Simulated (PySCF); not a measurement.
Orbital energies and ionisation energy

Species: CH5BClNO.
Atom-mapped SMILES: `[CH3:1][O:2][B:3]([NH2:4])[Cl:5]` (hydrogens: H6, H7, H8 on C1; H9, H10 on N4)

Cartesian coordinates in Å at the PBE0-D3(BJ)/def2-SVP level; atoms count from 1:
```xyz
10
CH5BClNO angstrom
C     -1.4578   -3.0537    3.2028
O     -2.4043   -3.5372    4.1119
B     -3.6896   -3.7577    3.7404
N     -4.1977   -3.5317    2.4525
Cl    -4.7880   -4.3784    4.9968
H     -0.4921   -2.9635    3.7196
H     -1.7332   -2.0562    2.8148
H     -1.3241   -3.7380    2.3452
H     -5.1649   -3.7131    2.2269
H     -3.6463   -3.1801    1.6828
```

Level: CAM-B3LYP/def2-SVPD (PySCF). Frontier orbitals with their largest atomic shares (Löwdin; up to four atoms above 4 %):

| orbital | ε (eV) | main atoms |
| --- | --- | --- |
| HOMO−3 | -10.98 | O2 52 %, C1 18 %, H6 8 %, B3 6 % |
| HOMO−2 | -10.18 | Cl5 86 %, B3 7 % |
| HOMO−1 | -10.05 | Cl5 46 %, O2 32 %, C1 8 %, B3 6 % |
| HOMO | -9.63 | ? |
| LUMO | 0.64 | B3 49 %, H10 10 %, C1 10 %, H9 7 % |
| LUMO+1 | 1.63 | C1 21 %, Cl5 17 %, H6 12 %, H7 12 % |
| LUMO+2 | 2.12 | Cl5 28 %, O2 15 %, H10 15 %, H9 12 % |

Question: What vertical ionisation energy does ΔSCF give, and how far is −ε(HOMO) from it?

Answer: ΔSCF: 10.59 eV (1022 kJ/mol; threshold wavelength 117 nm); ⟨S²⟩ of the doublet left behind is 0.765, against 0.75 for a pure doublet. −ε(HOMO) is 9.63 eV, 0.96 eV below it. In exact Kohn–Sham theory the two would be equal; CAM-B3LYP (range-separated hybrid) falls short of its own ΔSCF value by 9 %. Holes in the HOMO−1 and HOMO−2 were tried too where these lie within 1.2 eV of the HOMO; the lowest converged state counts.

Question: On which atoms does the HOMO lie?

Answer: N4 (boron-bound nitrogen) 52 %, Cl5 (chlorine bonded to B) 17 %, B3 (three-coordinate boron) 10 %, O2 (boron-bound oxygen) 10 %. The HOMO−1 lies 0.42 eV lower.

Question: With α = 53.2 au, estimate the like-pair dispersion coefficient by London's formula C6 = (3/4)α²I.

Answer: I = 0.3892 Eh, so C6 ≈ 827 au, a rough estimate.

Question: How many of the 10 lowest singlet excitations (vertical TDDFT, same level) lie below the ionisation energy?

Answer: All 10; they run from 7.12 to 8.91 eV.

Question: Shift the occupied levels rigidly so that −ε(HOMO) equals the ΔSCF value. What binding energies result?

Answer: The shift is +0.96 eV: HOMO 10.59, HOMO−1 11.01, HOMO−2 11.14, HOMO−3 11.94 eV. A rigid shift is only a rough guide to the deeper ionisations.

Isolated species at its PBE0-D3(BJ)/def2-SVP geometry (one conformer only).
